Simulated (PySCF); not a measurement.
How methods differ on the ionisation energy of La²⁵⁺

La²⁵⁺ [Ar] 3d10 4s2 4p2 [4p1/2^2, M_J = 0] → La²⁶⁺ [Ar] 3d10 4s2 4p1 [4p1/2^1, M_J = 1/2], as a difference of total energies. Computed with PySCF 2.14 in an even-tempered Gaussian basis (17 s from 1.9 bohr⁻², ratio 2.8; 13 p from 2.5 bohr⁻², ratio 2.8; 8 d from 4.5 bohr⁻², ratio 2.8; 4 f from 12 bohr⁻², ratio 3), with the two-component X2C-1e Hamiltonian. Correlated levels: [Ne] frozen; the 74 highest virtual spinors dropped. "Screened" scales the spin-orbit matrix elements by Boettger's factors to mimic the two-electron term; Breit and QED terms are absent.

| method | ionisation energy (eV) |
| --- | --- |
| GHF (spin-free) | 849.62 |
| GMP2 (spin-free) | 850.76 |
| GHF (screened spin-orbit) | 861.75 |
| GMP2 (screened spin-orbit) | 863.41 |

Problem. How much does correlation contribute at GMP2 (screened spin-orbit)?

Solution. 863.41 − (861.75) = 1.66 eV, measured against GHF (screened spin-orbit).

Breit and QED terms and the two-electron picture change are absent.

The spin-free rows relax to the high-spin LS determinant and lack the spin-orbit shift.

The labels give the starting determinants; with spin-orbit coupling the two ends relaxed to ⟨J²⟩ = 0.00, ⟨L²⟩ = 1.35, ⟨S²⟩ = 1.35 and ⟨J²⟩ = 0.75, ⟨L²⟩ = 2.02, ⟨S²⟩ = 0.77.

For comparison: 865 ± 4 eV (theoretical estimate listed by NIST; NIST Atomic Spectra Database, ionization energies).
